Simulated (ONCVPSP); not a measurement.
# u(r) = r·R(r): atom against pseudo-atom (N)

Columns: radius, all-electron u(r) and pseudo u(r) of the 2p shell (level -28.75 eV) of nitrogen in the configuration [He] 2s2 2p1.5; BLYP, scalar-relativistic, ONCV scheme, ONCVPSP 4.0.1.

```csv
r (bohr),all-electron,pseudo
0.093,0.0775,0.0293
0.185,0.2296,0.1118
0.278,0.3946,0.2372
0.370,0.5412,0.3859
0.463,0.6621,0.5416
0.555,0.7527,0.6832
0.648,0.8170,0.7997
0.740,0.8562,0.8806
0.833,0.8743,0.9256
0.925,0.8748,0.9368
1.018,0.8612,0.9211
1.110,0.8373,0.8868
1.203,0.8053,0.8410
1.295,0.7682,0.7908
1.388,0.7273,0.7394
1.480,0.6847,0.6902
1.573,0.6409,0.6428
1.665,0.5977,0.5981
1.758,0.5548,0.5548
1.850,0.5137,0.5137
1.943,0.4738,0.4738
2.035,0.4363,0.4363
2.128,0.4004,0.4004
2.220,0.3671,0.3671
2.313,0.3355,0.3355
2.405,0.3065,0.3065
```

(1) How many radial nodes do the two functions have?

(2) At about which radius was the pseudo-wave matched?

(3) Is the pseudo-wave norm-conserving?

## Answers

(1) The all-electron 2p function has n − l − 1 = 0; the pseudo-wave has 0.

(2) 1.85 bohr. The columns agree to 0.0005 from 1.67 bohr on; several derivatives are matched, so the curves merge somewhat inside the radius.

(3) Yes: the ONCV scheme keeps the norm inside the radius equal to the all-electron one, which fixes the energy derivative of the logarithmic derivative at the level.
